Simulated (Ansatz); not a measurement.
Consider the formal exchange of groups at the As–B bond: `B[AsH2]` + H–F → arsine + `BF`.

Isolated molecules relaxed with PBE0-D4/def2-TZVP in Ansatz; ΔE leaves out vibrations. CCSD(T)/CBS is the MP2 limit (def2-TZVPP, def2-QZVPP) plus CCSD(T) − MP2 in def2-TZVPP, frozen cores. This one scheme is used for every species. DFT in def2-TZVPP. For As outer-core shells are correlated without core-valence functions, which leaves a few kJ/mol of doubt a bond. Scalar relativity is left out up to krypton.

```csv
species,r2SCANh-D4 energy (Eh)
`B[AsH2]`,-2263.06597
H–F,-100.44149
`[AsH3]`,-2237.64449
`BF`,-125.90955
```

(1) Work out ΔE.

Largest T1 diagnostic among the species: 0.014.

Results:

(1) ΔE = (-2237.64449) + (-125.90955) − (-2263.06597) − (-100.44149) = -0.04658 Eh = -122.3 kJ/mol. CCSD(T)/CBS gives -115.0 kJ/mol.

At CCSD(T), def2-SVP lies −34.6 kJ/mol from the extrapolated value and def2-TZVPP −5.6 kJ/mol. In def2-TZVPP, CCSD(T) changes the Hartree–Fock value by +22.7 kJ/mol (the triples alone add +2.4 kJ/mol) and MP2 by +26.2 kJ/mol. The D4 term adds +4.5 kJ/mol with B3LYP and +2.3 kJ/mol with PBE0; it sums over pairs of atoms, weighted by their polarisabilities, and B3LYP, whose exchange is more repulsive, gets the larger term.

B3LYP here is the variant with VWN-RPA as its local correlation; programs differ in this.
